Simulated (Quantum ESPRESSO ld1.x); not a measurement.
Values are calculated unless marked as measured or tabulated.
One sound ld1.x (Quantum ESPRESSO 7.5) input for neutral krypton gives E = -2750.1315 hartree in 29 iterations:

```
 &input
    zed=36.0,
    iswitch=1,
    rel=0,
    dft='PZ',
    config='[Kr]',
    prefix='ld1',
    max_out_wfc=37,
    file_charge='ld1.rho',
 /
```

Changed or added lines, one case at a time, and what came of them:

- rel=2 cau_fact=30.27: crashed. The program stops in dirsol with "no classical turning point found": with c below Z the Dirac equation of a point nucleus has no 1s solution.
- isic=1 latt=1: refused. The program stops in ld1_readin with "isic and latter correction not allowed": the two corrections exclude each other.
- xmin=-12.0: usable despite the warning. The mesh starts very near the nucleus, where rounding noise provokes warnings (final residual 9e-15); the energy differs from the default mesh by less than 1e-5 hartree, which is rather the error of the default start.
- lsd=1 dft='PBE': silently wrong. The run ends normally, but in this build (ld1.x 7.5) Etot and Exc of a spin-polarised run lack the gradient corrections of exchange and correlation and come out near their LSDA values (nitrogen, PBE: -54.132 hartree against -54.536 from two other codes). The eigenvalues and orbitals are those of the GGA; the energies must not be used.
- dx=0.003: refused. The program stops in do_mesh with "ndmx is too small": the mesh holds 3500 points at most, so dx, xmin and rmax must fit that.
- dx=0.1: inaccurate. The radial step is too large to integrate the orbitals; the run ends without a warning, but the energy is off by -0.004415 hartree against the default mesh.
- config='[Kr] 5s3': refused. The program stops in el_config with "wrong occupancy:3": an s shell holds at most 2 electrons.
